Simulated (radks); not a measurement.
Species: Ne5+. Configuration: [He] 2s2 2p1. Method: non-relativistic Kohn-Sham, LB94 model potential, spin-polarised, spherical densities, point nucleus; open shells are filled with parallel spins first; computed with a radial shooting solver on a logarithmic mesh with Libxc functionals.

Normalised radial functions P(r) = r R(r), r in bohr:

```
   r/bohr * 2s up, o 2s down (the largest magnitude, 1.22, reaches the edge; | marks zero, & curves that meet)
 0.009067                             |  &
  0.01107                             |   &
  0.01342                             |    &
  0.01639                             |    &
  0.02002                             |     &
  0.02445                             |      &
  0.02963                             |       o*
  0.03618                             |         &
   0.0442                             |          &
  0.05355                             |           &
  0.06541                             |           o*
  0.07989                             |            &
   0.0968                             |           o*
   0.1182                             |          &
   0.1444                             |        &
   0.1764                             |    &
   0.2137                             &
    0.261                       &     |
   0.3188                &            |
   0.3863          &                  |
   0.4718     &                       |
   0.5763  &                          |
   0.6983  *o                         |
   0.8529      &                      |
    1.042           o*                |
    1.272                  &          |
    1.542                       &     |
    1.883                          &  |
      2.3                            &|
```

2s up: eigenvalue -173.47 eV, 1 radial node at r = 0.213 bohr, <r> = 0.736 bohr, 90 % of the charge inside 1.14 bohr. 2s down: eigenvalue -169.22 eV, 1 radial node at r = 0.213 bohr, <r> = 0.742 bohr, 90 % of the charge inside 1.15 bohr.
